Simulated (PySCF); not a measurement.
The numbers are results of PySCF with PBE-D3(BJ)/def2-TZVP // PBE0-D3(BJ)/def2-TZVP, not measurements. All species are isolated molecules in the gas phase. One relaxed conformer stands for a flexible species; it need not be the lowest. Excitations are Tamm–Dancoff values on a coarser integration grid. The basis has no diffuse functions, so Rydberg states are missing or too high.

Reference species (SMILES): `C=[SiH2]` (neutral, multiplicity 1).

```yaml
T1 excitation (TDA): 2.68 eV
HOMO–LUMO gap: 3.60 eV
```

Changed species: `C=[SiH]C(N)=O` (C–Si–C–O torsion 180°) (X = carbamoyl; the reference has X = H).

Problem. Predict the effect on the T1 excitation (TDA) and HOMO–LUMO gap.

Solution. the T1 excitation (TDA) decreases by 0.17 eV, to 2.51 eV; the HOMO–LUMO gap drops by 0.35 eV, to 3.25 eV.
